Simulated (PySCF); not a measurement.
**A geometry optimisation of CGeO− with PBE0-D3(BJ)/def2-SVPD**

The starting geometry of this gas-phase doublet was optimised with GFN2-xTB.

```
atom    x (Å)    y (Å)    z (Å)
   C  -4.0154  -0.7431  -1.7524
  Ge  -4.0403  -2.5021  -1.7227
   O  -3.9978   0.5126  -1.7737
```

Question: Predict what it relaxes into with PBE0-D3(BJ)/def2-SVPD.

Answer: It keeps its bonds.

The energy falls by 0.19 eV over 5 steps:

| step | E − E(last) (eV) |
| --- | --- |
| 1 | 0.186 |
| 2 | 0.010 |
| 3 | 0.001 |
| 4 | 0.000 |
| 5 | 0.000 |

Final geometry (Å):

```xyz
3

C    -4.0143   -0.6954   -1.7538
Ge   -4.0402   -2.5354   -1.7228
O    -3.9975    0.4999   -1.7740
```

The end wasn't checked by frequencies. Open shells are spin-unrestricted. Run with PySCF 2.14.0, 26 s on 2 threads of Arm Neoverse V2 (shared host).
